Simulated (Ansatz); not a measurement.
Compare A (`C[Si](O)(F)[SiH3]`) with its isomer B (`CO[SiH](F)[SiH3]`).

Gas-phase electronic energies from Ansatz, PBE0-D4/def2-TZVP geometries. CCSD(T)/CBS adds triple-zeta CCSD(T) − MP2 to the extrapolated MP2 energy (def2 sets, frozen cores). DFT in def2-TZVPP. B3LYP here is the variant with VWN-RPA as its local correlation; programs differ in this. One conformer a species, not always the lowest.

(1) Which isomer does CCSD(T)/CBS put lower? Give the gap. (Estimate.)

(2) Give E(B) − E(A) in kcal/mol with B2PLYP, r2SCAN-D4, PBE-D4, B3LYP, BLYP-D4, LDA (SPW92), B3LYP-D4. (Estimate.)

(3) Does the order hold for the free energy at 298.15 K (harmonic terms from PBE0-D4)? (Estimate.)

Largest T1 diagnostic: 0.012.

Answers

(1) Computed: A, by 25.7 kcal/mol.

(2) The calculation gave: B2PLYP 24.3, r2SCAN-D4 26.0, PBE-D4 25.2, B3LYP 23.3, BLYP-D4 23.4, LDA (SPW92) 25.7, B3LYP-D4 23.9. None reverses the order clearly.

(3) The calculation gave: Yes: G(B) − G(A) = +25.4 kcal/mol, for one conformer each.

In def2-TZVPP, CCSD(T) changes the Hartree–Fock value by +3.5 kcal/mol (the triples alone add +0.3 kcal/mol) and MP2 by +5.0 kcal/mol. From BLYP to BHLYP (50 % exact exchange), in def2-TZVPP and without D4, E(B) − E(A) moves by +0.8 kcal/mol.
